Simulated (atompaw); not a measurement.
fluorine: PAW (atompaw) pseudisation with PBE, non-relativistic reference atom.

- Element: F (Z = 9)
- Generator: atompaw 4.2.0.5
- Type: PAW
- Functional: PBE
- Relativity: non-relativistic
- Frozen core: [He]
- Valence charge: 7
- Reference configuration: 2s1 2p6
- Partial waves: 2s (bound); 2s channel at 0.35 Ry; 2p (bound); 2p channel at 1.85 Ry
- Local potential: vpsmatchnc scheme with l = 2 at 0 Ry, radius 0.75 bohr
- Core correction: smooth core density matched at 0.80 bohr
- Augmentation charge: besselshape compensation charge, radius 1.15 bohr; PAW radius 1.15 bohr; waves and projectors: bloechl

All-electron outer shells of the reference configuration (PBE, non-relativistic, ld1.x):

```json
{"shell": "2s", "level (eV)": "-30.29", "outermost node (bohr)": "0.24", "outermost maximum (bohr)": "0.76"}
{"shell": "2p", "level (eV)": "-11.54", "outermost node (bohr)": "–", "outermost maximum (bohr)": "0.71"}
```

**Question.** Estimate the cutoffs (Ry, on a coarse ladder) from which the occupation-weighted sum of valence levels, in a spherical-Bessel basis at the reference potential, stays within 10 and 1 mRy of its value at 400 Ry.

**Answer.** 160 Ry and 260 Ry.

**Question.** What does a ghost test show?

**Answer.** No extra level below or beside the all-electron valence levels (s, p, d, f tested).

**Question.** Is the overlap operator S = 1 + Σ q|β⟩⟨β| positive definite (Bessel basis up to 400 Ry)?

**Answer.** Barely: its lowest eigenvalue is 0.007 (s channel).
